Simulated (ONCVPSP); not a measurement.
Gd: one change to an ONCV potential, before and after

ONCVPSP 4.0.1 input, shortened (lines: element, Z, core and valence counts, functional; n l f; lmax; l rc ep ncon nbas qcut; lloc lpopt rc5 dvloc0; l nproj debl; icmod fcfact rcfact), PBEsol, fully relativistic:

```
  Gd 64.00    9    5  -116133      upf
    1    0    2.00
    2    0    2.00
    2    1    6.00
    3    0    2.00
    3    1    6.00
    3    2   10.00
    4    0    2.00
    4    1    6.00
    4    2   10.00
    4    3    7.00
    5    0    2.00
    5    1    6.00
    5    2    1.00
    6    0    1.00
    3
    0    2.20    0.00    5    8    6.70
    1    2.55    0.00    5    8    5.00
    2    3.65    0.00    5   10    4.50
    3    1.50    0.00    3    8   13.40
    4    5    1.50    3.00
    0    2    2.90
    1    2    0.80
    2    2    2.90
    3    2    1.00
    3    4.00    1.65
```

Open shells are filled in proportion to 2j + 1.

In the p channel the program set the typed energies aside and used -1.188, 0.250 Ha (j = l + 1/2; the other j can differ).

Change: core correction Teter function, fcfact 7.2, rcfact 1.65.

Cutoffs: the cutoffs (Ha) at which the residual kinetic energy of the hardest occupied pseudo-wave falls to 1 and 0.1 mHa per electron; they do not see the model core or the augmentation charge, which bear on the density cutoff. Errors are all-electron minus pseudo energies relative to the spin-unpolarised reference configuration.

Problem. Predict the effect on cutoff, ghosts and configuration errors.

Solution. The potential gets neither clearly harder nor softer (68 Ha and 75 Ha → 68 Ha and 75 Ha); the errors of the 4 common tests hardly move; neither file shows a bound ghost. A model core, the more so a compact one, raises the density cutoff, which this test does not measure.

| quantity | base | changed |
| --- | --- | --- |
| cutoff, loose | 68 Ha | 68 Ha |
| cutoff, tight | 75 Ha | 75 Ha |
| bound ghosts | none | none |
| GHOST(+) flags under 300 eV | s at 176.4 eV | s at 176.4 eV |
| error for 4f7 5s2 5p6 5d1 6s2, meV [ΔE -6.68 eV] | -0.5 | -0.6 |
| error for 4f7 5s2 5p6 5d1 6s0, meV [ΔE 12.05 eV] | -2.1 | -2.4 |
| error for 4f7 5s2 5p6 5d0 6s0, meV [ΔE 31.83 eV] | +33 | +30 |
| error for 4f7 5s2 5p6 5d1 6s0 6p1, meV [ΔE 3.58 eV] | -0.4 | -0.6 |
| s: phases at 2.23 bohr within 0.05 rad from the reference energy up to (Ha; the scan ends near 5) | to the end of the scan | to the end of the scan |
| p3/2: phases at 2.59 bohr within 0.05 rad from the reference energy up to (Ha; the scan ends near 5) | 3.9 | 3.9 |
| p1/2: phases at 2.59 bohr within 0.05 rad from the reference energy up to (Ha; the scan ends near 5) | 3.7 | 3.7 |
| d5/2: phases at 3.71 bohr within 0.05 rad from the reference energy up to (Ha; the scan ends near 5) | 0.3 | 0.3 |
| d3/2: phases at 3.71 bohr within 0.05 rad from the reference energy up to (Ha; the scan ends near 5) | 0.2 | 0.2 |
| f7/2: phases at 1.52 bohr within 0.05 rad from the reference energy up to (Ha; the scan ends near 5) | to the end of the scan | to the end of the scan |
| f5/2: phases at 1.52 bohr within 0.05 rad from the reference energy up to (Ha; the scan ends near 5) | to the end of the scan | to the end of the scan |
| rms error of d²Exc/dni dnj with the model core, mHa | 2.83 | 2.28 |

Base: These tests converged, but a pseudo level misses the all-electron one widely, so the file describes the atom poorly there or has found another state: 4f7 5s2 5p6 5d1 6s0 6p1: empty 6s by 4.9 eV. Changed file: These tests converged, but a pseudo level misses the all-electron one widely, so the file describes the atom poorly there or has found another state: 4f7 5s2 5p6 5d1 6s0 6p1: empty 6s by 4.9 eV.
